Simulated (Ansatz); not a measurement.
CH$_{4}$O$_{3}$Si (`O[SiH]1OCO1`). Total charge 0; spin multiplicity 1.

Cartesian coordinates in Å:
```
O -1.400 0.351 -1.567
Si -0.594 -0.483 -0.437
O 1.065 -0.349 -0.408
C 0.950 0.171 0.917
O -0.468 0.187 1.081
H -1.194 1.280 -1.689
H -1.150 -1.841 -0.522
H 1.368 1.181 0.984
H 1.422 -0.498 1.643
```

Problem. List the harmonic frequencies (cm⁻¹, unscaled) at PBE0-D4/def2-TZVP in Ansatz. (An estimate is asked.)

Solution. Computed: 195, 199, 380, 390, 629, 732, 766, 797, 897, 919, 1004, 1024, 1097, 1152, 1167, 1380, 1552, 2311, 3042, 3097, 3910.

Problem. Is this a minimum?

Solution. Yes, all 21 modes are real.

Problem. Give the ideal-gas thermochemistry at 298.15 K and 1 bar (rigid rotor, harmonic oscillator; point group Cs, symmetry number 1).

Solution. Zero-point energy 159.3 kJ/mol; H(298) − E = 175.7 kJ/mol; entropy 305.9 J/(mol·K), of which translation 165.3, rotation 106.7, vibration 34.0; G(298) − E = 84.5 kJ/mol.

Problem. And at 400, 500, 600, 800 and 1000 K?

Solution. 
| T (K) | H − E (kJ/mol) | S (J/mol/K) | G − E (kJ/mol) |
| --- | --- | --- | --- |
| 400 | 185.4 | 334.0 | 51.9 |
| 500 | 196.9 | 359.4 | 17.2 |
| 600 | 209.7 | 382.8 | -20.0 |
| 800 | 238.6 | 424.2 | -100.8 |
| 1000 | 270.5 | 459.7 | -189.3 |
